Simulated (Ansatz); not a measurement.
Cartesian coordinates in Å:
```
O 0.883 0.494 2.154
Si 0.992 0.785 0.529
Si -0.737 -0.387 -0.517
O -0.643 0.063 -2.091
Cl -2.526 0.202 0.325
H 1.659 0.669 2.689
H 2.348 0.395 0.023
H -0.737 -1.869 -0.393
H -1.238 -0.352 -2.718
```

Charge 0, multiplicity 2.

Q: List the ωB97M-V/def2-TZVPP orbital energies in eV (Ansatz 0.2.0). (Best estimate.)

A: Ansatz gave: α occupied: -2771.69, -1808.27, -1807.56, -526.56, -526.52, -262.10, -199.56, -199.46, -199.45, -149.17, -148.55, -103.33, -103.29, -103.25, -102.77, -102.66, -102.62, -31.28, -31.24, -25.63, -19.19, -18.19, -15.96, -15.61, -13.89, -13.73, -13.20, -12.82, -12.10, -11.72, -11.43, -10.43, -7.56. α empty: 0.92, 2.10, 2.52, 2.69, 3.41, 3.89, 4.13, 4.91. β occupied: -2771.70, -1808.26, -1807.47, -526.52, -526.48, -262.11, -199.57, -199.46, -199.45, -149.16, -148.46, -103.32, -103.27, -103.24, -102.59, -102.55, -102.51, -31.28, -31.07, -25.63, -19.02, -18.07, -15.90, -15.27, -13.83, -13.64, -12.82, -12.55, -12.04, -11.67, -11.41, -10.19. β empty: -0.74, 1.08, 2.30, 2.61, 2.88, 3.60, 4.02, 4.21. ⟨S²⟩ = 0.752.
